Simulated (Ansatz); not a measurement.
Li₃Si₂ (the lowest doublet isomer of a short search). Charge 0, multiplicity 2. Geometry PBE0-D4/def2-TZVP, basis def2-TZVP, Ansatz.

Cartesian coordinates in Å:
```
Li -0.0437 -1.8971 -0.5776
Li 1.9457 -0.1032 0.9038
Li -1.7954 1.4612 -0.4321
Si 0.4199 0.5608 -0.9307
Si -0.5264 -0.0218 1.0367
```

| run | HOMO (eV) | LUMO (eV) |
| --- | --- | --- |
| A | -3.32 | -1.24 |
| B | -2.65 | -2.18 |
| C | -3.11 | -1.44 |
| D | -2.72 | -1.77 |
| E | -5.34 | 0.18 |

LC-ωPBE has ω = 0.4 bohr⁻¹. B3LYP takes the VWN-RPA correlation. The structure comes from a short search, and lower isomers may exist.

HOMO and LUMO are taken over both spins.

The runs used B3LYP, LC-ωPBE, LDA (SPW92), PBE0, r2SCAN. Estimate which is which.

A PBE0 (25 % exact exchange); B LDA (SPW92) (0 % exact exchange); C B3LYP (20 % exact exchange); D r2SCAN (0 % exact exchange); E LC-ωPBE (range-separated). Exact exchange lowers occupied and raises empty levels; among semilocal functionals meta-GGAs tend to open the gap a little, and such runs are hard to tell apart. The gap grows from 0.47 eV (LDA (SPW92)) to 5.53 eV (LC-ωPBE).
